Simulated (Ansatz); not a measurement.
Basis-set extrapolation for CH$_{4}$BNO, SMILES `B1NCO1` (PBE0-D4/def2-TZVP geometry, frozen core, Ansatz). Multiplicity 1, RHF reference.

```csv
,def2-TZVPP,def2-QZVPP
HF,-194.308837,-194.318244
MP2 correlation,-0.702760,-0.753500
CCSD(T) correlation,-0.753350,not run
```

Energies in hartree. Use E(X) = E(∞) + A·exp(−7.88·√X) for Hartree–Fock and E(X) = E(∞) + B·X^(−2.97) for correlation, with X = 3 and 4, and add CCSD(T) minus MP2 of the smaller set to the MP2 limit.

Problem. What is the CCSD(T) energy at the basis-set limit?

Solution. HF limit: -194.318244 + (-0.009407) × 0.13774 = -194.31954. MP2 limit: -0.753500 + (-0.050740) × 0.74074 = -0.79109. Higher-order term: -0.753350 − (-0.702760) = -0.05059. Total: -195.16122 hartree, 62.1 kcal/mol below CCSD(T)/def2-TZVPP.
